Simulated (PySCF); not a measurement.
Geometry:
```csv
atom,x (Å),y (Å),z (Å)
Si1,-0.250,0.552,0.232
C2,-0.283,0.397,2.107
C3,-1.043,1.122,2.937
H4,0.360,-0.374,2.557
H5,-1.709,1.908,2.564
H6,-1.037,0.967,4.022
C7,1.553,0.695,-0.266
C8,2.054,1.698,-0.997
H9,2.259,-0.062,0.104
H10,1.415,2.498,-1.386
H11,3.121,1.767,-1.237
C12,-1.220,2.067,-0.297
C13,-1.015,3.304,0.172
H14,-1.989,1.929,-1.070
H15,-0.257,3.511,0.937
H16,-1.586,4.168,-0.185
N17,-1.006,-0.803,-0.565
C18,-0.437,-2.111,-0.876
C19,0.270,-2.761,0.313
C20,0.473,-2.043,-2.098
H21,-2.006,-0.850,-0.402
H22,-1.287,-2.764,-1.142
H23,1.156,-2.177,0.611
H24,0.615,-3.778,0.069
H25,-0.401,-2.822,1.183
H26,1.349,-1.406,-1.903
H27,0.836,-3.044,-2.379
H28,-0.068,-1.610,-2.952
```

Geometry: PBE0-D3(BJ)/def2-SVP; GIAO absolute shieldings from PySCF, gas phase, non-relativistic, averaged over equivalent atoms.

At B3LYP/pcSseg-1 (279 basis functions):
```
                  atoms  σ (ppm)
                    Si1    361.1
              C2/C7/C12     33.3
              C3/C8/C13     36.9
                    C18    129.9
                C19/C20    149.5
              H4/H9/H14    25.14
  H5/H6/H10/H11/H15/H16    25.28
                    H22    28.46
H23/H24/H25/H26/H27/H28    30.12
                    H21    30.62
                    N17    199.5
```

Estimate the result of repeating the calculation with PBE0/pcSseg-1.

## Answers


```json
{"atoms": "Si1", "σ at PBE0/pcSseg-1": "373.3", "change": "+12.2"}
{"atoms": "C2/C7/C12", "σ at PBE0/pcSseg-1": "39.4", "change": "+6.1"}
{"atoms": "C3/C8/C13", "σ at PBE0/pcSseg-1": "40.9", "change": "+4.0"}
{"atoms": "C18", "σ at PBE0/pcSseg-1": "137.1", "change": "+7.2"}
{"atoms": "C19/C20", "σ at PBE0/pcSseg-1": "155.3", "change": "+5.8"}
{"atoms": "H4/H9/H14", "σ at PBE0/pcSseg-1": "24.90", "change": "-0.24"}
{"atoms": "H5/H6/H10/H11/H15/H16", "σ at PBE0/pcSseg-1": "25.03", "change": "-0.25"}
{"atoms": "H22", "σ at PBE0/pcSseg-1": "28.34", "change": "-0.12"}
{"atoms": "H23/H24/H25/H26/H27/H28", "σ at PBE0/pcSseg-1": "30.02", "change": "-0.10"}
{"atoms": "H21", "σ at PBE0/pcSseg-1": "30.48", "change": "-0.14"}
{"atoms": "N17", "σ at PBE0/pcSseg-1": "206.0", "change": "+6.5"}
```

The largest change is at Si1 (silicon bonded to 3 C, N). Cost: 279 basis functions. The order of the carbon signals is the same at both levels.
